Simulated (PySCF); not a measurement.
How methods differ on the ionisation energy of Br⁺

Br⁺ [Ar] 3d10 4s2 4p4 (3P) → Br²⁺ [Ar] 3d10 4s2 4p3 (4S), as a difference of total energies. All numbers are calculated (PySCF 2.14, scalar relativity by spin-free X2C-1e, in jorge-DZP-DKH (8s6p2d1f, 43 functions)). Correlated levels: valence: [Ar] 3d10 frozen. The calculations carry no spin-orbit coupling.

```csv
method,ionisation energy (eV),error (eV)
UHF,20.230,-1.179
M06-L,21.333,-0.076
BP86,21.601,+0.192
MP2 (valence),20.391,-1.018
SCS-MP2 (valence),20.399,-1.010
CCSD (valence),20.410,-0.999
CCSD(T) (valence),20.413,-0.996
```

Reference: 21.409 eV (measured; NIST levels, between the centres of gravity of the two terms).

Errors of the correlated levels include the incompleteness of this basis and the frozen core.
